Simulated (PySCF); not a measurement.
Choosing a molecule for a target property.

Species are written as SMILES; each is one conformer at its optimised geometry, gas phase, non-relativistic unless stated. Electronic properties by PySCF.

The conformers computed, where there is a choice (atom-mapped SMILES and torsion angles):
- `[CH3:1][SiH2:2][CH2:3][SiH2:4][Si@H:5]([CH3:6])[SiH3:7]`: C1–Si2–C3–Si4 178°, Si2–C3–Si4–Si5 173°, C3–Si4–Si5–C6 42°
- `[CH3:1][CH2:2][SiH2:3][Si@@H:4]([SiH3:5])[SiH2:6][CH3:7]`: C1–C2–Si3–Si4 178°, C2–Si3–Si4–Si5 -45°, Si3–Si4–Si6–C7 -58°
- `[CH2:1]=[C:2]1[CH2:3][C@H:4]1[C:5](=[O:6])[C:7]([F:8])([F:9])[F:10]`: C3–C4–C5–O6 18°, C4–C5–C7–F8 -59°
- `[SiH3:1][CH2:2][SiH2:3][CH2:4][SiH2:5][CH2:6][SiH3:7]`: Si1–C2–Si3–C4 57°, C2–Si3–C4–Si5 177°, Si3–C4–Si5–C6 -59°, C4–Si5–C6–Si7 -176°
- `[CH:1]#[C:2][CH2:3][C:4]1=[CH:5][C@@H:6]2[CH:7]=[CH:8][C@H:9]12`: C2–C3–C4–C5 118°
- `[CH2:1]=[CH:2][N:3]([CH2:4][CH2:5][CH3:6])[NH:7][CH3:8]`: C1–C2–N3–C4 159°, C2–N3–C4–C5 -74°, N3–C4–C5–C6 -178°, C2–N3–N7–C8 -91°

Problem. Wanted: HOMO energy below -8 eV (PBE0/pcSseg-1) and smallest rotational constant below 0.7 GHz (GFN2-xTB), at GFN2-xTB geometries. Which candidate meets both?
A. `C=CN(CCC)NC`
B. `C#CCC1=C[C@@H]2C=C[C@H]12`
C. `O=C(C(F)(F)F)[C@@H]1CC1=C`
D. `CC[SiH2][Si@@H]([SiH3])[SiH2]C`
E. `C[SiH2]C[SiH2][Si@H](C)[SiH3]`
F. `C([SiH2]C[SiH2]C[SiH3])[SiH3]`

Solution. F. Computed values:
| species | HOMO energy | smallest rotational constant |
| --- | --- | --- |
| C([SiH2]C[SiH2]C[SiH3])[SiH3] | -8.31 eV | 0.323 GHz |
| O=C(C(F)(F)F)[C@@H]1CC1=C | -8.08 eV | 0.820 GHz |
| CC[SiH2][Si@@H]([SiH3])[SiH2]C | -7.91 eV | 0.562 GHz |
| C[SiH2]C[SiH2][Si@H](C)[SiH3] | -7.74 eV | 0.409 GHz |
| C#CCC1=C[C@@H]2C=C[C@H]12 | -6.88 eV | 1.084 GHz |
| C=CN(CCC)NC | -5.56 eV | 0.948 GHz |
